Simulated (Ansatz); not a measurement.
Abridged output of a molecular run in Ansatz:

```
Functional definition: HF
1314 factors; integrals over basis functions are off by at most 1.1e-3 eV
mean field evaluation 1: about -9627.4771 eV, gradient 5.7e1 eV
mean field evaluation 2: about -9627.4899 eV, gradient 5.7e1 eV
mean field evaluation 4: about -9635.4915 eV, gradient 5.4e0 eV
mean field evaluation 8: about -9635.6422 eV, gradient 1.4e-1 eV
mean field evaluation 16: about -9635.6187 eV, gradient 1.6e0 eV
mean field -9635.64230036 eV, -354.1033232655 hartree, gradient 1.4e-6 eV, S^2 0.000000; 0 other end points of the search recorded, 0 dependent functions left out
8 core orbitals not correlated: weight in the atoms' cores, before any rotation towards them, 1.000 or more for the frozen orbitals, at most 0.000 for the correlated occupied ones
reference -9635.64230036 eV, -354.1033232655 hartree; 19, 19 occupied and 100, 100 virtual orbitals, 1314 factors
second order -30.07394245 eV of doubles, -0.00000000 eV of singles
cycle   1  -29.48551720 eV  change    5.9e-1 eV  update   1.5e-1
cycle   2  -30.50590297 eV  change    -1.0e0 eV  update   4.7e-2
cycle   3  -30.74521609 eV  change   -2.4e-1 eV  update   2.1e-2
cycle   4  -30.75690273 eV  change   -1.2e-2 eV  update   6.6e-3
cycle   5  -30.76985647 eV  change   -1.3e-2 eV  update   2.6e-3
cycle   6  -30.77067047 eV  change   -8.1e-4 eV  update   5.2e-4
cycle   7  -30.77070391 eV  change   -3.3e-5 eV  update   1.9e-4
cycle   8  -30.77082153 eV  change   -1.2e-4 eV  update   4.8e-5
cycle   9  -30.77082752 eV  change   -6.0e-6 eV  update   1.8e-5
perturbative correction -1.32657282 eV, -0.0487506521 hartree
Total energy: -9667.73970071 eV, -355.2828809717 hartree
```

Its atoms:

```xyz
11

C     0.799    0.930   -0.248
C    -0.189   -0.220    0.059
C    -1.512    0.102   -0.499
N    -2.527    0.391   -0.948
C     0.301   -1.469   -0.545
N     0.720   -2.420   -1.032
C    -0.306   -0.398    1.515
N    -0.367   -0.503    2.655
H     1.775    0.683    0.168
H     0.879    1.054   -1.327
H     0.428    1.849    0.203
```

(1) Which basis set was used?
A. def2-TZVPP
B. def2-SVP
C. cc-pV(T+d)Z
D. def2-QZVPP

(2) Write the keys of the input that set method, charge and spin (a neutral closed shell needs none for the last two).

Results:

(1) B. It gives 127 functions.

(2) 
```yaml
correlation: {method: ccsd_t}
```
